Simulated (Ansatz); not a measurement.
## Relative stability

Two relaxed structures of BH₂TeCl, singlet (PBE0-D4/def2-TZVP; forces vanish, vibrations not checked).

A:

| atom | x (Å) | y (Å) | z (Å) |
| --- | --- | --- | --- |
| Cl1 | -1.1855 | 0.6402 | 1.2862 |
| B2 | -0.5448 | -0.4394 | 0.0837 |
| Te3 | 1.2641 | -0.1023 | -0.9697 |
| H4 | -1.1433 | -1.4343 | -0.1788 |
| H5 | 1.6095 | 1.3359 | -0.2215 |

B:

```
5
angstrom
Cl 1.9404 -2.7556 -1.0923
B 0.0739 -0.0430 -0.1826
Te 2.0131 -0.4362 -0.8172
H -0.7291 -0.9083 -0.0513
H -0.1352 1.1133 0.0282
```

Program: Ansatz 0.2.0. Basis: def2-TZVPP. Cores are frozen in the correlated methods. Filled d shells of the heavier atoms are correlated. Core potentials replace the inner electrons of the atoms past krypton. The def2 sets are not built for correlating such inner shells, so the correlated values are less sure here. B3LYP uses VWN-RPA correlation.

Question: Which structure is lower at CCSD(T), and by how much? (Judge from chemistry; the value comes from the calculation.)

Answer: Computed: A, by 20.80 kcal/mol (electronic energy, against the other). By their contacts, A is BH₂TeCl ([Cl][BH][TeH]) and B is BH₂TeCl ([BH2][Te][Cl]).

All methods give the same order:

```csv
method,E(B) − E(A) (kcal/mol)
PBE-D4,17.79
r2SCAN-D4,19.05
PBE0-D4,18.98
B3LYP-D4,17.03
wB97M-V,18.81
HF,18.20
MP2,22.27
CCSD,20.67
CCSD(T),20.80
```

T1 diagnostic: at most 0.016.

Labels in which every atom is bracketed show which atoms are joined, not bond orders.

For scale, one of the runs: CCSD(T)/def2-TZVPP, 151 basis functions, launched by `ansatz run in.yaml --threads 2 --pin off --events-out ev --progress --plain --max-ram 4352MiB`. The run took 36 s on 2 CPU threads of an Arm Neoverse V2 (shared host), with 1.1 GiB of host memory at its peak.
